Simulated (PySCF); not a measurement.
## Calculated data, AlBClH$_{2}$N, CH$_{2}$B$_{2}$F, AlBFH$_{3}$O, CH$_{3}$AlClO and others

All values are calculated (PySCF 2.14.0). Calculation on a computer-drawn molecule: the log of a Hartree-Fock and frozen-core CCSD(T) single point meant for a local Hartree-Fock minimum, with one planted fault or none, to be diagnosed. Offsets are logged minus clean, where the clean run is the same molecule without the fault. The reference is restricted for singlets and unrestricted otherwise, and also for a bond in bohr or an excited solution. Adding or removing an electron swaps singlet and doublet. The excited solution moves the top pair (singlet) or top alpha electron (doublet) to the lowest empty orbital. Highest occupied and lowest empty are orbital energies over both spins, largest force is the largest gradient component, triples share is (T) over the correlation energy, the T1 limit is 0.02 restricted and 0.045 unrestricted, electrons count all cores, a negative frequency is imaginary (commonest isotopes), and the dipole is about the centre of nuclear charge.

Common to all runs: logged SCF converged yes; possible faults no fault, one electron removed, one electron added, multiplicity raised by two, geometry at a saddle point, SCF held on an excited solution, minimal basis STO-3G, one bond length entered in bohr, all coordinates scaled.

(1) 
```xyz
6
formula=AlBClH2N meant_charge=0 meant_multiplicity=1 meant_basis=cc-pV(D+d)Z logged_electrons=44 logged_basis_functions=84 logged_spin_squared=0 logged_highest_occupied=-8.844 logged_lowest_empty=0.17871 logged_largest_force=0.036227 logged_T1_diagnostic=0.020478 logged_D1_diagnostic=0.063881 logged_triples_share=0.03614 logged_CC_converged=yes logged_dipole_magnitude=4.3528 logged_SCF_stable_within_its_kind=yes logged_energy_HF=-781.75424 logged_energy_CCSD(T)=-782.25229 planted_fault=all_coordinates_scaled,by_+5.2_% HF_energy_offset_from_clean_run=10.77 CCSD(T)_energy_offset_from_clean_run=4.833
B     -1.3551     0.6370     1.4465
N      0.0889     0.3822     1.5124
Al     1.7565     0.0876     1.5885
Cl     3.8879    -0.2886     1.6855
H     -2.1988    -0.3193     1.5011
H     -1.8133     1.8229     1.3323
```

Units: logged_highest_occupied, logged_lowest_empty in eV; logged_largest_force in hartree/bohr; logged_dipole_magnitude in debye; logged_energy_HF, logged_energy_CCSD(T) in hartree; HF_energy_offset_from_clean_run, CCSD(T)_energy_offset_from_clean_run in kcal/mol.

Drawn bonds:
```csv
atom,other atom,order
1,2,1
2,3,2
3,4,1
1,5,1
1,6,1
```

Notes: T1 above single-reference limit.

(2) 
```xyz
6
formula=CH2B2F meant_charge=1 meant_multiplicity=1 meant_basis=cc-pVDZ logged_electrons=26 logged_basis_functions=66 logged_spin_squared=2.0081 logged_highest_occupied=-14.945 logged_lowest_empty=-6.3558 logged_largest_force=0.082401 logged_T1_diagnostic=0.016603 logged_D1_diagnostic=0.051001 logged_triples_share=0.02527 logged_CC_converged=yes logged_dipole_magnitude=3.0879 logged_SCF_stable_within_its_kind=yes logged_energy_HF=-187.50695 logged_energy_CCSD(T)=-187.95848 planted_fault=multiplicity_raised_by_two HF_energy_offset_from_clean_run=5.667 CCSD(T)_energy_offset_from_clean_run=30.32
C      0.6822    -1.4387     0.1853
B     -0.3732    -0.5559     0.3636
B     -1.6037     0.4747     0.5710
F     -2.5366     1.2562     0.7285
H      1.3238    -1.7461     1.0078
H      0.9197    -1.8667    -0.7857
```

Units: logged_highest_occupied, logged_lowest_empty in eV; logged_largest_force in hartree/bohr; logged_dipole_magnitude in debye; logged_energy_HF, logged_energy_CCSD(T) in hartree; HF_energy_offset_from_clean_run, CCSD(T)_energy_offset_from_clean_run in kcal/mol.

Drawn bonds:
```csv
atom,other atom,order
1,2,2
2,3,1
3,4,1
1,5,1
1,6,1
```

(3) 
```xyz
7
formula=AlBFH3O meant_charge=0 meant_multiplicity=1 meant_basis=cc-pV(D+d)Z logged_electrons=38 logged_basis_functions=80 logged_spin_squared=0 logged_highest_occupied=-11.793 logged_lowest_empty=1.9567 logged_largest_force=3.789e-05 logged_lowest_frequency=83.136 logged_T1_diagnostic=0.015482 logged_D1_diagnostic=0.042944 logged_triples_share=0.019107 logged_CC_converged=yes logged_dipole_magnitude=1.422 logged_SCF_stable_within_its_kind=yes logged_energy_HF=-442.82697 logged_energy_CCSD(T)=-443.37967 planted_fault=no_fault HF_energy_offset_from_clean_run=0 CCSD(T)_energy_offset_from_clean_run=0
B     -2.1159     0.2883     0.4055
O     -0.9363    -0.2335     0.0314
Al     0.4582    -1.0169    -0.4545
F      0.3177    -2.5747    -0.9713
H     -2.7924     0.8727    -0.4021
H     -2.4836     0.1740     1.5471
H      1.8511    -0.3291    -0.4327
```

Units: logged_highest_occupied, logged_lowest_empty in eV; logged_largest_force in hartree/bohr; logged_lowest_frequency in cm⁻¹; logged_dipole_magnitude in debye; logged_energy_HF, logged_energy_CCSD(T) in hartree; HF_energy_offset_from_clean_run, CCSD(T)_energy_offset_from_clean_run in kcal/mol.

Drawn bonds:
```csv
atom,other atom,order
1,2,1
2,3,1
3,4,1
1,5,1
1,6,1
3,7,1
```

(4) 
```xyz
7
formula=CH3AlClO meant_charge=0 meant_multiplicity=2 meant_basis=cc-pV(D+d)Z logged_electrons=47 logged_basis_functions=89 logged_spin_squared=1.4626 logged_highest_occupied=-9.2841 logged_lowest_empty=0.53967 logged_largest_force=0.025389 logged_T1_diagnostic=0.054692 logged_D1_diagnostic=0.2597 logged_triples_share=0.033102 logged_CC_converged=yes logged_dipole_magnitude=2.2448 logged_SCF_stable_within_its_kind=yes logged_energy_HF=-815.87618 logged_energy_CCSD(T)=-816.42869 planted_fault=one_bond_length_entered_in_bohr,row_6_of_the_drawn_bonds HF_energy_offset_from_clean_run=77.17 CCSD(T)_energy_offset_from_clean_run=76.92
C     -2.8371    -0.0313    -0.8765
O     -1.9088     0.6178    -0.0618
Al    -0.3818     0.5291     0.6014
Cl     0.8218    -1.1784     0.1671
H     -3.0908     0.6035    -1.7276
H     -3.7509    -0.2284    -0.3127
H     -2.1044    -1.8260    -1.5897
```

Units: logged_highest_occupied, logged_lowest_empty in eV; logged_largest_force in hartree/bohr; logged_dipole_magnitude in debye; logged_energy_HF, logged_energy_CCSD(T) in hartree; HF_energy_offset_from_clean_run, CCSD(T)_energy_offset_from_clean_run in kcal/mol.

Drawn bonds:
```csv
atom,other atom,order
1,2,1
2,3,1
3,4,1
1,5,1
1,6,1
1,7,1
```

Notes: T1 above single-reference limit.

(5) 
```xyz
7
formula=B2ClH3N meant_charge=1 meant_multiplicity=1 meant_basis=cc-pV(D+d)Z logged_electrons=35 logged_basis_functions=80 logged_spin_squared=0.7862 logged_highest_occupied=-23.848 logged_lowest_empty=-15.756 logged_largest_force=0.12805 logged_T1_diagnostic=0.03054 logged_D1_diagnostic=0.11769 logged_triples_share=0.040179 logged_CC_converged=yes logged_dipole_magnitude=7.1972 logged_SCF_stable_within_its_kind=yes logged_energy_HF=-564.2311 logged_energy_CCSD(T)=-564.72709 planted_fault=one_electron_removed HF_energy_offset_from_clean_run=396.2 CCSD(T)_energy_offset_from_clean_run=402.8
N      0.4979    -0.9005     2.3319
B     -0.5956    -1.4914     1.7742
B     -1.6900    -0.5499     0.8151
Cl    -2.7641     0.2524    -0.0946
H      0.7578     0.0624     2.2498
H      1.1414    -1.4317     2.8901
H     -0.8845    -2.6394     1.8861
```

Units: logged_highest_occupied, logged_lowest_empty in eV; logged_largest_force in hartree/bohr; logged_dipole_magnitude in debye; logged_energy_HF, logged_energy_CCSD(T) in hartree; HF_energy_offset_from_clean_run, CCSD(T)_energy_offset_from_clean_run in kcal/mol.

Drawn bonds:
```csv
atom,other atom,order
1,2,1
2,3,1
3,4,1
1,5,1
1,6,1
2,7,1
```

(6) 
```xyz
8
formula=AlBH4N2 meant_charge=0 meant_multiplicity=1 meant_basis=cc-pV(D+d)Z logged_electrons=36 logged_basis_functions=85 logged_spin_squared=1.0103 logged_highest_occupied=-9.288 logged_lowest_empty=0.65553 logged_largest_force=0.096103 logged_T1_diagnostic=0.021376 logged_D1_diagnostic=0.094738 logged_triples_share=0.03055 logged_CC_converged=yes logged_dipole_magnitude=5.3293 logged_SCF_stable_within_its_kind=yes logged_energy_HF=-377.73851 logged_energy_CCSD(T)=-378.22091 planted_fault=one_bond_length_entered_in_bohr,row_4_of_the_drawn_bonds HF_energy_offset_from_clean_run=106 CCSD(T)_energy_offset_from_clean_run=129.3
N     -2.5676     2.3284     1.8536
B     -1.7160     1.4488     1.6959
N     -0.7574     0.4386     1.5133
Al    -0.9956    -1.2797     1.0586
H     -3.8579     3.6426     2.0888
H      0.1825     0.7627     1.6683
H      0.3021    -2.1628     0.9345
H     -2.4577    -1.7998     0.8138
```

Units: logged_highest_occupied, logged_lowest_empty in eV; logged_largest_force in hartree/bohr; logged_dipole_magnitude in debye; logged_energy_HF, logged_energy_CCSD(T) in hartree; HF_energy_offset_from_clean_run, CCSD(T)_energy_offset_from_clean_run in kcal/mol.

Drawn bonds:
```csv
atom,other atom,order
1,2,2
2,3,1
3,4,1
1,5,1
3,6,1
4,7,1
4,8,1
```

(7) 
```xyz
10
formula=B3H6Si meant_charge=1 meant_multiplicity=1 meant_basis=cc-pV(D+d)Z logged_electrons=34 logged_basis_functions=95 logged_spin_squared=0 logged_highest_occupied=-16.114 logged_lowest_empty=-6.7799 logged_largest_force=2.06e-05 logged_lowest_frequency=-272.66 logged_T1_diagnostic=0.0088945 logged_D1_diagnostic=0.022275 logged_triples_share=0.023365 logged_CC_converged=yes logged_dipole_magnitude=6.959e-08 logged_SCF_stable_within_its_kind=yes logged_energy_HF=-366.09368 logged_energy_CCSD(T)=-366.47133 planted_fault=geometry_at_a_saddle_point HF_energy_offset_from_clean_run=18.61 CCSD(T)_energy_offset_from_clean_run=22.85
B     -1.8131    -1.0468     0.0000
Si     0.0000     0.0000     0.0000
B      1.8131    -1.0468     0.0000
B      0.0000     2.0936     0.0000
H     -2.8278    -0.4258     0.0000
H     -1.7827    -2.2361     0.0000
H      2.8278    -0.4258     0.0000
H      1.7827    -2.2361     0.0000
H      1.0452     2.6619     0.0000
H     -1.0452     2.6619     0.0000
```

Units: logged_highest_occupied, logged_lowest_empty in eV; logged_largest_force in hartree/bohr; logged_lowest_frequency in cm⁻¹; logged_dipole_magnitude in debye; logged_energy_HF, logged_energy_CCSD(T) in hartree; HF_energy_offset_from_clean_run, CCSD(T)_energy_offset_from_clean_run in kcal/mol.

Drawn bonds:
```csv
atom,other atom,order
1,2,1
2,3,1
2,4,1
1,5,1
1,6,1
3,7,1
3,8,1
4,9,1
4,10,1
```

(8) 
```xyz
8
formula=BH4N2Si meant_charge=1 meant_multiplicity=1 meant_basis=cc-pV(D+d)Z logged_electrons=36 logged_basis_functions=85 logged_spin_squared=0 logged_highest_occupied=-8.6841 logged_lowest_empty=-12.203 logged_largest_force=0.2232 logged_CC_converged=no logged_dipole_magnitude=12.032 logged_SCF_stable_within_its_kind=no logged_energy_HF=-424.08476 planted_fault=SCF_held_on_an_excited_solution HF_energy_offset_from_clean_run=345.2
N     -0.7436    -0.0434     1.3759
B     -0.2527    -1.1315     1.1507
N      0.3634    -2.3972     0.8262
Si     1.3701    -2.6991    -0.4350
H     -1.1584     0.8290     1.5867
H      0.1312    -3.1515     1.4581
H      1.6950    -1.6026    -1.3361
H      1.8880    -4.0516    -0.5888
```

Units: logged_highest_occupied, logged_lowest_empty in eV; logged_largest_force in hartree/bohr; logged_dipole_magnitude in debye; logged_energy_HF in hartree; HF_energy_offset_from_clean_run in kcal/mol.

Drawn bonds:
```csv
atom,other atom,order
1,2,2
2,3,1
3,4,1
1,5,1
3,6,1
4,7,1
4,8,1
```

Notes: CCSD not converged.
